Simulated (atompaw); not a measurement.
**In (Z = 49): one change to a PAW (atompaw) potential, before and after**

```json
{
 "Element": "indium (In)",
 "Generator": "atompaw 4.2.0.5",
 "Type": "PAW",
 "Functional": "LDA (PW92)",
 "Relativity": "scalar-relativistic",
 "Frozen core": "[Kr] 4d10",
 "Valence charge": "3",
 "Reference configuration": "5s2 5p1",
 "Partial waves": "5s (bound): rc 2.35 bohr; 5s channel at 0.2 Ry: rc 2.35 bohr; 5p (bound): rc 2.75 bohr; 5p channel at 2.55 Ry: rc 2.75 bohr; 5d channel at 0.2 Ry: rc 2.45 bohr",
 "Local potential": "troulliermartins scheme with l = 3 at -0.5 Ry, radius 2.15 bohr",
 "Core correction": "smooth core density matched at 1.65 bohr",
 "Augmentation charge": "besselshape compensation charge, radius 2.65 bohr; PAW radius 2.75 bohr; waves and projectors: custom polynom gramschmidtortho"
}
```

All-electron outer shells of the reference configuration (LDA (PW92), scalar-relativistic, ld1.x):

```
shell  level (eV)  outermost node (bohr)  outermost maximum (bohr)
   4p      -78.05                   0.42                      0.82
   4d      -18.72                   0.40                      0.94
   5s       -8.48                   1.02                      2.13
   5p       -2.70                   1.14                      2.85
```

Change: added wave 5d channel at 1.4 Ry: rc 2.65 bohr.

Cutoffs: the cutoffs (Ry, on a coarse ladder) from which the occupation-weighted sum of valence levels, in a spherical-Bessel basis at the reference potential, stays within 10 and 1 mRy of its value at 400 Ry; they do not see the model core or the augmentation charge, which bear on the density cutoff.

Task: What does the change do?

Result: Both files are so soft that the ladder of cutoffs tells neither apart; the bound ghosts move from p, s to d, p, s; the range in which the d phases agree widens (upper end 0.4 → at the end of the scan).

```tsv
quantity	base	changed
cutoff, loose	10 Ry	10 Ry
cutoff, tight	10 Ry	10 Ry
bound ghosts	s, p	s, d, p
s: phases at 2.75 bohr within 0.05 rad from the reference energy up to (Ry; the scan ends near 5)	3.8	3.8
p: phases at 2.75 bohr within 0.05 rad from the reference energy up to (Ry; the scan ends near 5)	to the end of the scan	to the end of the scan
d: phases at 2.75 bohr within 0.05 rad from the reference energy up to (Ry; the scan ends near 5)	0.4	to the end of the scan
lowest overlap eigenvalue by channel	s 0.04, p 0.16, d 1.00	s 0.04, p 0.16, d 0.60
```

 A true bound ghost makes a file unfit for plane-wave use even where its test errors are small: the radial tests pick states by their node count and pass the ghost by. The cutoffs see the waves, projectors and local potential, not the compensation charge or the core.
